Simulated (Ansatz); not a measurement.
Cost and result up the ladder for the cluster AlSi6 (7 atoms). Total charge 0; doublet. Geometry: B3LYP-D4/def2-SVP.

Cartesian coordinates in Å:
```
Al -1.482 -0.634 0.642
Si 0.421 -0.295 -3.094
Si 0.610 0.169 -0.825
Si 2.338 1.229 0.386
Si -1.275 -0.916 -1.712
Si 0.579 0.559 1.649
Si -1.192 -0.112 2.953
```

Ansatz on 4 threads of Intel Xeon on a shared host. Times are rough, and most runs start from the orbitals of an earlier one. ωB97X-V/def2-TZVP serves as the yardstick here, not as an exact answer. Differences are given only for rows in sets of like size (and for xTB, whose basis is part of the method), since another set adds its own error. Binding counts from free atoms at the same level (Al doublet, Si triplet; other spins of the atoms weren't run), without zero-point energy or a counterpoise term.

Correlated methods freeze 35 core orbitals. The rows differ in basis, and correlated rows in double-zeta sets carry the largest basis error. Another isomer (doublet) lies 1.00 eV lower at PBE0-D4/def2-TZVP; other spin states weren't run for this one.

Run but left out: HF/STO-3G, MP2/def2-TZVP (⟨S²⟩ 1.08 to 1.68, where a pure state has 0.75).

Correlated methods converge slowly with the basis, most of all in double-zeta sets.

| level | functions | wall time | binding energy per atom (eV) | difference from ωB97X-V/def2-TZVP (eV) | remarks |
| --- | --- | --- | --- | --- | --- |
| PBE-D4/def2-SVP | 126 | 8 s | 3.24 | – | – |
| PBE0-D4/def2-SVP | 126 | 14 s | 3.09 | – | – |
| revPBE-D4/def2-TZVP | 259 | 20 s | 3.18 | 0.22 | – |
| PBE-D4/def2-TZVP (with forces) | 259 | 21 s | 3.27 | 0.31 | – |
| r2SCAN-D4/def2-TZVP | 259 | 41 s | 3.19 | 0.22 | – |
| CCSD(T)/def2-SVP | 126 | 55 s | 2.65 | – | spin-contaminated (⟨S²⟩ 1.04) |
| PBE0-D4/def2-TZVP | 259 | 57 s | 3.14 | 0.18 | – |
| r2SCANh-D4/def2-TZVP | 259 | 74 s | 3.14 | 0.17 | – |
| ωB97X-V/def2-TZVP | 259 | 2 min | 2.96 | 0.00 | – |
